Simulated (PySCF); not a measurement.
## Worked example: chemical shift, span and skew from a shielding tensor

Si(F)(Br)(NH2)2 (BrFH₄N₂Si), SMILES N[Si](N)(F)Br. Atoms are numbered in the order given.

```xyz
9

N     -1.6691    -1.2192     0.7543
Si    -0.1299    -0.5025     0.6432
N      1.0678    -1.6991     0.5279
F     -0.0356     0.4747     1.9378
Br     0.2203     0.8511    -1.0825
H     -1.9663    -1.9052     0.0696
H     -2.4496    -0.6967     1.1368
H      1.0896    -2.4826     1.1714
H      1.9631    -1.5155     0.0911
```
Charge 0, spin multiplicity 1.

Geometry: ωB97X-D3(BJ)/def2-SVP. The structure was generated by enumeration, and PubChem lists no compound with its InChIKey, so it may never have been made. One conformer was computed; it need not be the lowest.

GIAO shieldings from PBE0/pcSseg-1 run with PySCF, non-relativistic, no solvent. The symmetric part of the tensor of F4 has the principal values 247.9, 258.3, 363.1 ppm. The same nucleus in CFCl3 has σ = 167.2 ppm at this level (PySCF, at its B3LYP-D3(BJ)/def2-TZVP geometry). Without spin–orbit terms, shifts of atoms bonded to Cl or Br come out too high.

Task: Work out the isotropic shielding, the ¹⁹F shift against CFCl3, the span and the skew.

Result: 
σ(iso) = (σ11 + σ22 + σ33)/3 = 289.8 ppm. δ = σ(ref) − σ(iso) = 167.2 − (289.8) = -122.6 ppm.
Span Ω = σ33 − σ11 = 115.2 ppm. Skew κ = 3(σ(iso) − σ22)/Ω = 0.82. Tumbling in solution averages the tensor to δ; in a static solid the shielding alone would spread this spin-1/2 line over Ω.
